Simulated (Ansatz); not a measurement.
Basis sets compared for Si₂₈H₃₄, a nanocrystal cut from hexagonal silicon. The state is a singlet with charge 0. Geometry r2SCAN-D4/def2-SVP. Ansatz on 4 threads of AMD EPYC 7R13 on a shared host and a share (37 GiB) of an NVIDIA H100 80GB HBM3; times are rough, and most runs start from earlier orbitals.

Cartesian coordinates in Å:
```
Si 3.159 -3.137 2.639
Si 3.492 -0.984 3.522
Si -0.196 -0.929 4.635
Si 1.473 0.211 3.406
Si 2.544 -2.941 0.380
Si 4.245 -1.803 -0.809
Si -1.153 -2.903 1.469
Si -1.960 -1.539 3.207
Si 0.522 -1.751 0.261
Si 0.841 0.403 1.151
Si 3.384 0.180 -1.733
Si 2.541 1.556 -0.024
Si -2.868 0.417 2.264
Si -1.196 1.574 1.055
Si -0.872 3.708 1.980
Si 1.654 3.535 -0.935
Si 0.827 4.871 0.815
Si -2.929 -3.466 0.034
Si -0.094 -1.505 -1.995
Si 1.605 -0.355 -3.179
Si -3.813 -1.499 -0.907
Si -4.644 -0.144 0.828
Si -2.136 -0.343 -2.110
Si -1.796 1.802 -1.206
Si 0.714 1.602 -4.134
Si -0.101 2.956 -2.391
Si -2.746 -0.116 -4.365
Si -1.058 1.027 -5.569
H 4.410 -3.951 2.770
H 2.070 -3.820 3.410
H 3.960 -1.071 4.942
H 4.548 -0.285 2.721
H 0.391 -2.148 5.280
H -0.713 -0.034 5.720
H 1.658 1.590 3.971
H 2.337 -4.298 -0.225
H 5.387 -1.488 0.110
H 4.762 -2.687 -1.902
H -0.557 -4.152 2.054
H -3.030 -2.272 3.964
H 4.442 0.919 -2.500
H 3.640 1.901 0.940
H -3.363 1.307 3.368
H -0.506 3.577 3.427
H -2.158 4.473 1.895
H 2.722 4.258 -1.704
H 1.942 5.214 1.755
H 0.273 6.148 0.261
H -3.996 -4.177 0.811
H -2.445 -4.380 -1.050
H -0.273 -2.864 -2.608
H 2.108 -1.257 -4.269
H -4.929 -1.851 -1.848
H -5.696 -0.889 1.593
H -5.261 1.098 0.261
H -3.075 2.583 -1.312
H 1.792 2.335 -4.879
H -0.701 4.207 -2.968
H -2.963 -1.474 -4.961
H -4.035 0.642 -4.456
H -0.548 0.152 -6.673
H -1.632 2.267 -6.184
```

Single mean-field runs in def2-SVP, def2-TZVP are fitted with def2-universal-jkfit.

Binding counts from free atoms (Si triplet, H doublet) in the same basis, without a counterpoise term.

| level | functions | energy (Eh) | HOMO (eV) | LUMO (eV) | binding per atom (eV) | wall time |
| --- | --- | --- | --- | --- | --- | --- |
| PBE-D4/def2-SVP | 674 | -8120.0895 | -5.87 | -2.32 | 3.36 | 4 s |
| PBE0-D4/def2-SVP | 674 | -8120.9185 | -6.80 | -1.69 | 3.36 | 5.5 s |

(1) Estimate the rows for PBE-D4/def2-TZVP, PBE0-D4/def2-TZVP.

Results:

(1) 
```
            level  functions  energy (Eh)  HOMO (eV)  LUMO (eV)  binding per atom (eV)  wall time
 PBE-D4/def2-TZVP       1240   -8122.8730      -5.85      -2.48                   3.36       10 s
PBE0-D4/def2-TZVP       1240   -8123.6721      -6.74      -1.81                   3.36       16 s
```
